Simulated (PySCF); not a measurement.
# Molecular orbitals of AlCu

PBE0 at R = 2.364 Å; PySCF, scalar-relativistic core potentials, basis sets Al cc-pV(D+d)Z, Cu cc-pVDZ-PP with ECP10. State: ¹Σ⁺ (singlet), closed shell. Only the outer orbitals are listed, counted within each symmetry, core potentials removing the inner ones.

```
orbital  occ.  ε (eV)  on Al (%)            main shells (%)
     6σ     2   -9.43         80   78 Al s, 11 Cu d, 8 Cu s
     3π     2   -7.14          3                    97 Cu d
     3π     2   -7.14          3                    97 Cu d
     7σ     2   -7.04          8                    85 Cu d
     1δ     2   -6.96          0                   100 Cu d
     1δ     2   -6.96          0                   100 Cu d
     8σ     2   -4.91         51  48 Cu s, 40 Al p, 10 Al s
     4π     0   -1.99         84           84 Al p, 14 Cu p
     4π     0   -1.99         84           84 Al p, 14 Cu p
     9σ     0   -0.96         34  35 Cu s, 34 Al p, 30 Cu p
```

Question: Which are the highest filled and the lowest empty level, where do they sit, and how wide is the gap?

Answer: Highest filled 8σ at -4.91 eV (in %: 48 Cu s, 40 Al p, 10 Al s); lowest empty 4π at -1.99 eV (in %: 84 Al p, 14 Cu p); the gap at PBE0 is 2.92 eV.

- bond order (Mayer): 1.25
- ⟨S²⟩: 0.000
- charge on Al (Mulliken, basis-dependent): 0.09
- charge on Al (Löwdin, basis-dependent): 0.18
- dipole moment (positive dipole means Al(−)Cu(+)): 0.13 D
- polarisability along the bond: 144.6 bohr³
- polarisability across the bond: 64.9 bohr³

Closed-shell solutions of metal pairs were not tested for spin polarisation, which can lower them a little.
